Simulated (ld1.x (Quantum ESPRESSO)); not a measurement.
## Ni (Z = 28), TM semilocal: configuration errors across variants

Ni (Z = 28), norm-conserving Troullier–Martins (semilocal form), made with ld1.x (Quantum ESPRESSO) 7.5 (PBEsol, scalar-relativistic). Core [Ar], reference 3d9 4s1 4p0. Waves: 4s (bound): rc 2.50 bohr; 3d (bound): rc 1.15 bohr; 4f channel at -0.15 Ry: rc 3.80 bohr; 4p (bound, empty): rc 3.80 bohr. Local part: the p channel. Core correction: none.

All-electron excitation energies from the reference (eV): (1) 3d8 4s2 4p0 1.608; (2) 3d8 4s1 4p0 10.945; (3) 3d8 4s0 4p0 28.206; (4) 3d7 4s2 4p0 17.758; (5) 3d8 4s0 4p2 11.151; (6) 3d9 4s0 4p0 7.872; (7) 3d8 4s1 4p1 6.239.

In the semilocal form every listed channel keeps its own potential, so the choice of the local channel does not act on these tests. It acts once the file is put into the separable form.

A semilocal file is local in each channel, so a ghost entry of none says nothing of the separable form that plane-wave codes build from it.

2 further variants failed, have other tests or another functional or relativity, and are left out.

A true bound ghost makes a file unfit for plane-wave use even where its test errors are small: the radial tests pick states by their node count and pass the ghost by.

Errors AE − PS in meV (a dash: test not solved or not reliable):

```csv
change,(1),(2),(3),(4),(5),(6),(7),bound ghosts
base,-70,-30,+6.1,-300,-16,-6.1,-48,none
wave 4s (bound): rc 2.50 bohr becomes 4s (bound): rc 3.78 bohr,+109,+105,-197,+793,-178,-24,+22,none
wave 4f channel at -0.15 Ry: rc 3.80 bohr becomes 4f channel at -0.15 Ry: rc 4.50 bohr,-70,-30,+6.1,-300,-16,-6.1,-48,none
core correction a·sin(br)/r model core inside 0.60 bohr,-89,-50,-65,-414,-45,-16,-69,none
wave 3d (bound): rc 1.15 bohr becomes 3d (bound): rc 1.00 bohr,-65,-26,+9.0,-282,-9.6,-7.8,-42,none
"form changed from semilocal to separable (Kleinman–Bylander), still TM",-295,-289,-264,-1577,-255,-9.4,-288,f
```

Question: Give the same row for: wave 4p (bound): rc 3.80 bohr becomes 4p (bound): rc 5.64 bohr.

Answer: -70, -30, +6.1, -300, -51, -6.1, -60; bound ghosts: none.
